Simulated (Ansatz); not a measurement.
Program: Ansatz 0.2.0.

Basis-set series for H₄HfO₃S (`[OH][Hf]([OH])([OH])[SH]`). Total charge 0; spin multiplicity 1. Hf: def2 effective core potential. The structure was optimised at the PBE0-D4/def2-TZVP level. It is one conformer, not always the lowest.

| functional | basis | functions | energy (Eh) | HOMO (eV) | LUMO (eV) |
| --- | --- | --- | --- | --- | --- |
| PBE0-D4 | def2-SVP | 112 | -673.84760 | -6.83 | 0.01 |
| PBE0-D4 | def2-QZVPP | 442 | -674.30960 | -7.03 | -0.44 |
| ωB97M-V | def2-SVP | 112 | -674.06400 | -8.96 | 1.23 |
| ωB97M-V | def2-QZVPP | 442 | -674.53121 | -9.21 | 0.44 |

Task: Give the rows for def2-TZVPP. (An estimate is asked.)

Result: The calculation gave: 
```tsv
functional	basis	functions	energy (Eh)	HOMO (eV)	LUMO (eV)
PBE0-D4	def2-TZVPP	247	-674.28368	-6.98	-0.15
ωB97M-V	def2-TZVPP	247	-674.50659	-9.15	1.01
```

Positive LUMOs are unbound and depend on the basis.
